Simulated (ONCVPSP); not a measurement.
**PBE ONCV dataset for O, scalar-relativistic all-electron reference.**

ONCVPSP 4.0.1 input, shortened (lines: element, Z, core and valence counts, functional; n l f; lmax; l rc ep ncon nbas qcut; lloc lpopt rc5 dvloc0; l nproj debl; icmod fcfact rcfact), PBE, scalar-relativistic:

```
  O 8.00    1    2        4      upf
    1    0    2.00
    2    0    2.00
    2    1    4.00
    1
    0    0.70    0.00    4    8    7.60
    1    2.20    0.00    3    7    5.10
    4    5    0.50    0.00
    0    2    2.40
    1    2    3.30
    3    4.75    1.45
```

Calculated quality:

```
Cutoffs needed             : 79 Ha and 292 Ha (the cutoffs (Ha) at which the residual kinetic energy of the hardest occupied pseudo-wave falls to 1 and 0.1 mHa per electron)
Ghost test                 : ghosts flagged at negative energy: p at -56.0 eV; no localised positive-energy state flagged; a true bound ghost makes a file unfit for plane-wave use
Largest excitation error   : +14095 meV (all-electron minus pseudo) for 2s2 2p0, out of 4 test configurations
rms error of d²Exc/dni dnj : 1.88 mHa without and 1.60 mHa with the model core
```

Generation and tests took about 2.8 s on one core of a shared server CPU.
